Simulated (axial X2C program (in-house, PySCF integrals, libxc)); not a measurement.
Correcting the dissociation energy of PdH⁺ for spin–orbit coupling

A spin-free PBE0 curve (one-electron X2C) was computed with an axial X2C code built on PySCF integrals, basis Pd dyall-cv3z [12s12p8d5f3g], H dyall-v3z [6s2p1d] (cores contracted in-house), for the state M_S = 0, Λ = 0 (closed shell). It gives D0 = 1.992 eV to Pd+ + H, which in a spin-free picture are the weighted means of the ground terms.

Measured levels of the ground terms (NIST Handbook of Basic Atomic Spectroscopic Data), in cm⁻¹: Pd+ 2D: J = 5/2 at 0, J = 3/2 at 3539.2; H 2S: J = 1/2 at 0.

The molecular state has Λ = 0, so it has no first-order lowering.

How far does each ground level lie under the (2J+1)-weighted mean of its term?

Pd+: (6 × 0 + 4 × 3539.2)/10 = 1416 cm⁻¹; H: a single level, 0.

Correct D0.

D0 = 1.992 + (0 − 1416)/8065.5 = 1.816 eV at PBE0 with these spin–orbit terms.

Second-order spin–orbit effects in the molecule, which grow quickly with Z, are left out. The state is one determinant whose occupation by symmetry is held fixed; it was picked as the lowest of a PBE0 search that is not exhaustive. De is counted from the lowest determinant-based energies of the atoms at the same level, without counterpoise correction.
